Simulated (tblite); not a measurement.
Species: C7H11OP.
Numbering: `[CH:1]#[C:2][P:3]1(=[CH2:4])[CH2:5][CH2:6][O:7][CH2:8][CH2:9]1` (hydrogens: H10 on C1; H11, H12 on C4; H13, H14 on C5; H15, H16 on C6; H17, H18 on C8; H19, H20 on C9)

The geometry is computed with GFN2-xTB (gas phase).

Problem. List the bond lengths, angles and torsions at this level.

Solution. 
| bond | length (pm) | order |
| --- | --- | --- |
| C1≡C2 | 120.2 | triple |
| C2–P3 | 176.2 | single |
| P3=C4 | 170.0 | double |
| P3–C5 | 188.9 | single |
| C5–C6, C8–C9 | 152.9 | single |
| C6–O7, O7–C8 | 140.6 | single |
| P3–C9 | 183.2 | single |
| C1–H10 | 105.2 | single |
| C4–H11, C4–H12 | 108.8 | single |
| C5–H13, C9–H20 | 109.5 | single |
| C5–H14, C9–H19 | 109.3 | single |
| C6–H15, C8–H17 | 109.4 | single |
| C6–H16, C8–H18 | 110.2 | single |

Bonds in one row agree within 1 pm and their mean is given. Orders are formal, as drawn. A selection of angles:
| angle | degrees |
| --- | --- |
| C1–C2–P3 | 177.2 |
| C2–P3–C4 | 108.5 |
| C2–P3–C5 | 99.6 |
| C2–P3–C9 | 104.9 |
| C4–P3–C5 | 133.8 |
| C4–P3–C9 | 109.3 |
| C5–P3–C9 | 97.4 |
| P3–C5–C6 | 112.2 |
| C5–C6–O7 | 113.0 |
| C6–O7–C8 | 113.1 |

Dihedral angles: C2–P3–C5–C6 62° (synclinal); P3–C5–C6–O7 58° (synclinal); C5–C6–O7–C8 -68° (synclinal); C6–O7–C8–C9 70° (synclinal); O7–C8–C9–P3 -61° (synclinal); C2–P3–C9–C8 -57° (synclinal). The mirror-image conformer, all signs reversed, is as good.

The C–P distances run from 1.700 Å (P3=C4, drawn double) to 1.889 Å (P3–C5, drawn single), a spread of 0.189 Å. The 6-membered ring P3–C5–C6–O7–C8–C9 has internal angles of 97.4° to 113.5° (sum 661°, against 720° for a flat polygon); it is puckered, 0.25 Å rms from its mean plane, widest ring torsion 70°. O7 (cyclic ether oxygen) is bent (angle 113.1°). P3 (phosphorus bonded to 4 C) has angles from 97.4° to 133.8°. Of the pairs four or more bonds apart, H16···H18 is among the closest relative to their van der Waals radii: 2.30 Å, 96 % of the sum of Bondi's values. The 3 C–C bonds span 1.202 Å (C1≡C2, drawn triple) to 1.530 Å (C8–C9, drawn single), a spread of 0.328 Å.

Point group: C1 (no symmetry element, even within 0.4 Å). Its GFN2-xTB frequencies are all real (lowest 86 cm⁻¹). The numbers are those of one conformer.
